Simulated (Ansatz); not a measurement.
Ca2Se3. The state is a singlet with charge 0. Geometry PBE-D4/def2-SVP.

```xyz
5

Ca    1.556    0.066   -0.646
Ca   -1.508   -0.701    0.280
Se    0.162   -2.124   -1.223
Se   -0.546    1.926   -0.213
Se    0.336    0.833    1.801
```

B3LYP takes the VWN-RPA correlation. The structure comes from a short search, and lower isomers may exist.

Task: Estimate the orbital energies around the gap (eV) in Ansatz with PBE-D4/def2-SVP, PBE-D4/def2-TZVP, r2SCAN-D4/def2-TZVP, B3LYP-D4/def2-TZVP, PBE0-D4/def2-TZVP.

Result: 
```
orbital  PBE-D4/def2-SVP  PBE-D4/def2-TZVP  r2SCAN-D4/def2-TZVP  B3LYP-D4/def2-TZVP  PBE0-D4/def2-TZVP
HOMO−13           -26.26            -26.36               -27.35              -28.59             -29.06
HOMO−12           -26.22            -26.30               -27.29              -28.55             -29.02
HOMO−11           -26.16            -26.25               -27.23              -28.49             -28.96
HOMO−10           -16.85            -16.89               -17.58              -18.55             -18.97
 HOMO−9           -14.19            -14.29               -14.82              -15.77             -16.09
 HOMO−8           -13.83            -13.97               -14.46              -15.49             -15.80
 HOMO−7            -7.50             -7.57                -7.86               -8.27              -8.55
 HOMO−6            -6.67             -6.78                -7.07               -7.68              -7.99
 HOMO−5            -6.58             -6.69                -6.96               -7.57              -7.88
 HOMO−4            -4.89             -5.02                -5.22               -5.80              -6.04
 HOMO−3            -4.81             -4.93                -5.13               -5.70              -5.93
 HOMO−2            -4.79             -4.91                -5.08               -5.68              -5.89
 HOMO−1            -4.73             -4.87                -5.00               -5.60              -5.81
   HOMO            -4.19             -4.35                -4.50               -5.04              -5.23
   LUMO            -2.08             -2.27                -2.14               -1.95              -1.68
 LUMO+1            -2.03             -2.19                -1.67               -1.66              -1.44
 LUMO+2            -1.81             -1.90                -1.35               -1.64              -1.36
 LUMO+3            -1.09             -1.22                -0.89               -0.52              -0.27
 LUMO+4            -0.52             -0.79                -0.37               -0.31              -0.04
 LUMO+5            -0.50             -0.74                -0.33               -0.29              -0.01
```
